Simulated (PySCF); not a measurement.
# Working out the ionisation energy of N⁺

N⁺ [He] 2s2 2p2 (3P) → N²⁺ [He] 2s2 2p1 (2P). All numbers are calculated (PySCF 2.14, scalar relativity by spin-free X2C-1e, in ANO-RCC-VTZP). Frozen: nothing. Energies in hartree (1 hartree = 27.21139 eV):

```tsv
part	N⁺ (lower)	N²⁺ (upper)
UHF	-53.922967	-52.849497
CCSD correlation	-0.099330	-0.088842
(T)	-0.001734	-0.001207
```

Q: What does Hartree-Fock give?

A: (-52.849497) − (-53.922967) = 1.073470 hartree = 29.211 eV.

Q: What do CCSD and CCSD(T) give?

A: The CCSD correlation energies differ by 0.010488 hartree = 0.285 eV and the triples by 0.000527 hartree = 0.014 eV, so CCSD gives 29.496 eV and CCSD(T) 29.510 eV.

A first-order spin-orbit estimate adds -0.003 eV to CCSD(T) (valence and next inner shell), giving 29.507 eV against 29.601 eV (semi-empirical (NIST evaluation); NIST Atomic Spectra Database, ionization energies).

What remains against the reference includes basis incompleteness and higher excitations.
